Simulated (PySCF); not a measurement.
PySCF input file for H3S, SMILES [SH3+], charge +1, PBE/pcSseg-2. Geometry optimised at B3LYP-D3(BJ)/def2-TZVPD. The isomer is the one that the SMILES or the coordinates give; other isomers of the formula were not compared.

```python
import numpy as np
from pyscf import gto, scf, dft
from pyscf.prop.nmr import rks as nmr

mol = gto.M(
    atom='''
    S     0.00000000   -0.00000000    0.11434496
    H     0.99499332   -0.57445966   -0.60983980
    H    -0.99499334   -0.57445967   -0.60983977
    H    -0.00000002    1.14891934   -0.60983978
    ''',
    basis='pcSseg-2',
    charge=1,
    spin=0,
    max_memory=1600,
    verbose=3,
)
mf = dft.RKS(mol, xc='pbe')
mf.grids.level = 3
mf.conv_tol = 1e-10
mf.max_cycle = 100
mf.kernel()
n = nmr.NMR(mf)
n.verbose = 2
n.max_cycle_cphf = 60
sigma = n.kernel()
print('atom   isotropic/ppm   span/ppm')
for i, s in enumerate(sigma):
    w = np.linalg.eigvalsh((s + s.T) / 2)
    print(f'{mol.atom_symbol(i):2s}{i + 1:3d} {w.mean():14.3f} {w[2] - w[0]:11.3f}')
```

Output:

```
converged SCF energy = -399.515844428009
atom   isotropic/ppm   span/ppm
S   1        615.180     102.113
H   2         25.711      15.279
H   3         25.711      15.279
H   4         25.711      15.279
```

The run converged.
